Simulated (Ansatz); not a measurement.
This geometry of a periodic cell of 17 atoms, TiSi₁₆ (host Si, host structure diamond, interstitial Ti) is a first-order saddle point.

Theory: DFT PBE, scalar-relativistic, plane waves, PAW in Ansatz 0.2.0. Settings: PAW set soft_1, cutoff 420 eV, k mesh 2x2x2, fermi-dirac smearing 0.05 eV, no spin polarisation.

```xyz
17
Lattice="0.0000 5.4300 5.4300 5.4300 0.0000 5.4300 5.4300 5.4300 0.0000" Properties=species:S:1:pos:R:3
Si 0.190 -0.191 0.194
Si 1.427 1.365 1.431
Si 2.647 2.784 0.012
Si 4.067 4.000 1.433
Si 2.823 0.127 2.830
Si 4.258 1.168 4.265
Si 5.304 2.601 2.832
Si 6.678 4.181 4.205
Si 0.005 2.787 2.644
Si 1.425 4.003 4.065
Si 2.645 5.422 2.646
Si 3.882 6.978 3.883
Si 2.822 2.605 5.302
Si 4.196 4.184 6.676
Si 5.241 5.618 5.242
Si 6.677 6.659 6.677
Ti 7.465 8.823 7.469
```

Question: Which two structures does it join? (They come from a converged band through this point; their orientation in space is the band's.)

Answer: Contacts lost: Si1–Ti17, Si2–Ti17, Si4–Ti17, Si10–Ti17. Contacts made: Si3–Ti17, Si9–Ti17, Si11–Ti17, Si12–Ti17. The atom that moves furthest is Ti17, by 2.35 Å.

Initial state:

```xyz
17
Lattice="0.0000 5.4300 5.4300 5.4300 0.0000 5.4300 5.4300 5.4300 0.0000" Properties=species:S:1:pos:R:3
Si -0.043 0.042 -0.043
Si 1.358 1.392 1.358
Si 2.734 2.695 -0.013
Si 4.037 4.071 1.357
Si 2.760 0.042 2.760
Si 4.073 1.357 4.073
Si 5.388 2.671 2.759
Si 6.791 4.069 4.113
Si -0.013 2.695 2.733
Si 1.357 4.071 4.036
Si 2.733 5.442 2.733
Si 4.075 6.783 4.075
Si 2.759 2.671 5.388
Si 4.113 4.069 6.791
Si 5.417 5.442 5.417
Si 6.790 6.746 6.790
Ti 6.789 9.500 6.789
```

Final state:

```xyz
17
Lattice="0.0000 5.4300 5.4300 5.4300 0.0000 5.4300 5.4300 5.4300 0.0000" Properties=species:S:1:pos:R:3
Si -0.007 0.004 0.006
Si 1.336 1.346 1.347
Si 2.715 2.712 0.043
Si 4.082 4.090 1.347
Si 2.716 0.042 2.714
Si 4.082 1.346 4.093
Si 5.387 2.713 2.715
Si 6.746 4.115 4.114
Si 0.032 2.720 2.720
Si 1.334 4.092 4.095
Si 2.708 5.394 2.722
Si 4.114 6.743 4.119
Si 2.709 2.720 5.397
Si 4.114 4.118 6.745
Si 5.432 5.427 5.428
Si 6.742 6.744 6.745
Ti 8.141 8.146 8.148
```

Question: How far does it lie above each of them?

Answer: 1.72 eV above the first and 1.72 eV above the second. This is the barrier of this one path; another mechanism may lie lower. Limits of this set-up: coarse k mesh.

The run took 8 min on 1 thread of Arm Neoverse V1 (shared host), peak memory 0.89 GiB.
